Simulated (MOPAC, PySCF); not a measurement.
Molecule: chloro(chlorosilyl)silane, Si2H4Cl2, charge 0, multiplicity 1. SMILES: Cl[SiH2][SiH2]Cl
Coordinates optimised at B3LYP-D3(BJ)/def2-TZVP (Ansatz):
```xyz
8

Cl     2.0009     1.7397     0.3442
Si     1.1631    -0.1296     0.0036
Si    -1.1630     0.1307    -0.0104
Cl    -2.0010    -1.7409    -0.3372
H      1.5975    -1.0383     1.0857
H      1.6573    -0.6309    -1.2963
H     -1.5981     1.0316    -1.0988
H     -1.6562     0.6414     1.2863
```

Unscaled harmonic wavenumbers (cm⁻¹) in rising order, each level at the stationary point that it reaches from this structure (no distance between atoms moves by over 0.3 Å); the order of modes can differ between levels, and a negative number is imaginary. B3LYP-D3(BJ)/def2-TZVP (PySCF, at the structure above): 41, 74, 154, 352, 437, 524, 534, 568, 673, 707, 767, 855, 943, 954, 2231, 2235, 2242, 2251.

AM1 (MOPAC): 6, 88, 143, 301, 376, 424, 438, 466, 579, 604, 620, 658, 791, 794, 2201, 2204, 2204, 2207. Zero-point energy 21.6 against 23.6 kcal/mol; where all levels lie over 400 cm⁻¹, the wavenumbers are on average 0.873 times those of B3LYP-D3(BJ)/def2-TZVP.

PM7 (MOPAC): 41, 96, 152, 419, 437, 511, 572, 572, 635, 662, 730, 731, 826, 829, 2269, 2271, 2281, 2283. Zero-point energy 23.3 against 23.6 kcal/mol; where all levels lie over 400 cm⁻¹, the wavenumbers are on average 0.966 times those of B3LYP-D3(BJ)/def2-TZVP.
